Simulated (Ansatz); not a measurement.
Input for Ansatz (a program for electronic structure): R-CCSD(T)/cc-pVTZ on CH3N (SMILES [CH]N), 2S+1 = 1, a spin state set in the input, which need not be the lowest, at the other state's geometry.

Ansatz 0.2 input:
```yaml
crystal:
  periodic: [false, false, false]
  atoms:
    - {symbol: C, position_ang: [0.72129204, -0.14708561, 0.27832925]}
    - {symbol: N, position_ang: [-0.53943020, 0.10456254, -0.18433685]}
    - {symbol: H, position_ang: [1.62710572, -0.11365050, -0.32756649]}
    - {symbol: H, position_ang: [-0.99559065, 0.94231185, 0.15896335]}
    - {symbol: H, position_ang: [-1.18325595, -0.67808551, -0.21101443]}
basis:
  gaussian:
    orbitals: cc-pVTZ
magnetization: {spin_polarized: false}
correlation: {method: ccsd_t, electrons: outside_noble_gas}
scf: {omitted_lower_state_checks: [cluster_reference]}
```

It printed:

```
WARN ansatz: RAYON_NUM_THREADS=1 ignored (pool sized by the plan → 1); use --threads N
Functional definition: HF
these checks for a lower state are left out or cut short: cluster_reference
integrals: 0.11 GiB planned
581 factors; integrals over basis functions are off by at most 1.5e-3 eV
mean field: 0.14 GiB planned
mean field evaluation 1: about -2553.8794 eV, gradient 2.7e1 eV
mean field evaluation 2: about -2553.8811 eV, gradient 2.7e1 eV
mean field evaluation 4: about -2555.5557 eV, gradient 2.7e0 eV
mean field evaluation 8: about -2555.5943 eV, gradient 5.0e-4 eV
mean field evaluation 16: about -2554.6520 eV, gradient 1.3e-4 eV
mean field evaluation 32: about -2555.5475 eV, gradient 4.3e0 eV
mean field -2555.59434034 eV, -93.9163597636 hartree, gradient 2.3e-6 eV, S^2 0.000000; 6 other end points of the search recorded, 0 dependent functions left out; unrestricted orbitals would lower it
2 core orbitals not correlated
reference -2555.59434034 eV, -93.9163597636 hartree; 6, 6 occupied and 94, 94 virtual orbitals, 581 factors
second order -9.40343542 eV of doubles, -0.00000000 eV of singles
coupled cluster: 0.25 GiB planned
cycle   1  -9.82041464 eV  change   -4.2e-1 eV  update   6.4e-2
cycle   2  -10.09173676 eV  change   -2.7e-1 eV  update   2.9e-2
cycle   3  -10.15708897 eV  change   -6.5e-2 eV  update   1.9e-2
cycle   4  -10.16324740 eV  change   -6.2e-3 eV  update   1.3e-2
cycle   5  -10.17990560 eV  change   -1.7e-2 eV  update   7.0e-3
cycle   6  -10.18399582 eV  change   -4.1e-3 eV  update   3.2e-3
cycle   7  -10.18499603 eV  change   -1.0e-3 eV  update   1.2e-3
cycle   8  -10.18549475 eV  change   -5.0e-4 eV  update   4.0e-4
cycle   9  -10.18539057 eV  change    1.0e-4 eV  update   1.6e-4
cycle  10  -10.18538241 eV  change    8.2e-6 eV  update   6.0e-5
cycle  11  -10.18541444 eV  change   -3.2e-5 eV  update   2.2e-5
cycle  12  -10.18540380 eV  change    1.1e-5 eV  update   1.1e-5
cycle  13  -10.18540449 eV  change   -6.9e-7 eV  update   4.3e-6
coupled cluster: 0.25 GiB planned
perturbative correction -0.41013909 eV, -0.0150723336 hartree
Total energy: -2566.18988393 eV, -94.3057388084 hartree
Checks for a lower state left out: cluster_reference
```

The calculation finished and met its thresholds.

Cost: very roughly 4 core-seconds.
